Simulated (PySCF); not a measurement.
From one molecule to another.

First species: C6H7F3Si.
SMILES with atom numbers: `[CH3:1][C:2]1=[CH:3][SiH2:4][C:5]([C:6]([F:7])([F:8])[F:9])=[CH:10]1` (hydrogens: H11, H12, H13 on C1; H14 on C3; H15, H16 on Si4; H17 on C10)

Cartesian coordinates in Å at the GFN2-xTB level; atoms count from 1:
```
atom  x, y, z in Å
C1    -2.6522    0.2973   -0.1377
C2    -1.2470   -0.1430    0.0991
C3    -0.8635   -1.2595    0.7408
Si4    1.0138   -1.3966    0.7964
C5     1.0804    0.2419   -0.1549
C6     2.3161    0.9303   -0.5705
F7     2.1183    2.0830   -1.2362
F8     3.0819    0.1633   -1.3777
F9     3.1064    1.2414    0.4807
C10   -0.1542    0.6927   -0.3995
H11   -3.3607   -0.4125    0.2815
H12   -2.8198    1.2738    0.3165
H13   -2.8393    0.3938   -1.2072
H14   -1.5830   -1.9488    1.1499
H15    1.5709   -2.4922    0.0092
H16    1.5971   -1.2628    2.1281
H17   -0.3723    1.6099   -0.9284
```

Second species: 2-(methoxymethyl)pyridine, C₇H₉NO.
InChI=1S/C7H9NO/c1-9-6-7-4-2-3-5-8-7/h2-5H,6H2,1H3

Levels: PBE0/pcSseg-1 for dipole moment, HOMO energy, LUMO energy and HOMO–LUMO gap; GFN2-xTB for rotational constant A and rotational constant C. Geometries: GFN2-xTB. Each species is one conformer at its optimised geometry, gas phase, non-relativistic unless stated; the electronic structure was computed with PySCF and density fitting.

Dipoles, sizes and rotational constants follow the conformer. The torsions of the flexible species, by atom-mapped SMILES:
- `[CH3:1][C:2]1=[CH:3][SiH2:4][C:5]([C:6]([F:7])([F:8])[F:9])=[CH:10]1`: Si4–C5–C6–F7 180°
- `[CH3:1][O:2][CH2:3][c:4]1[cH:5][cH:6][cH:7][cH:8][n:9]1`: C1–O2–C3–C4 -70°, O2–C3–C4–C5 -39°

```
             property   column X   column Y
        dipole moment     3.48 D     1.92 D
          HOMO energy   -7.17 eV   -7.29 eV
          LUMO energy   -1.99 eV   -0.77 eV
        HOMO–LUMO gap    5.18 eV    6.52 eV
rotational constant A  1.955 GHz  3.730 GHz
rotational constant C  0.618 GHz  0.977 GHz
```

Question: Which column belongs to which species?

Answer: Column X is the first species and column Y the second. The first has 17 atoms and 84 electrons, the second 18 and 66.

Question: How does each property change from the first species to the second?

Answer: dipole moment -1.56 D; HOMO energy -0.12 eV; LUMO energy +1.22 eV; HOMO–LUMO gap +1.34 eV; rotational constant A +1.775 GHz; rotational constant C +0.359 GHz.

On the first: The dipole matches unit charges of opposite sign 0.72 Å apart (1 e·Å = 4.8032 D). A dipole of 3.48 D is allowed in Cs, and pure rotational transitions are dipole-allowed.

On the second: The dipole equals about 6.4 × 10⁻³⁰ C·m (1 D = 3.33564 × 10⁻³⁰ C·m).
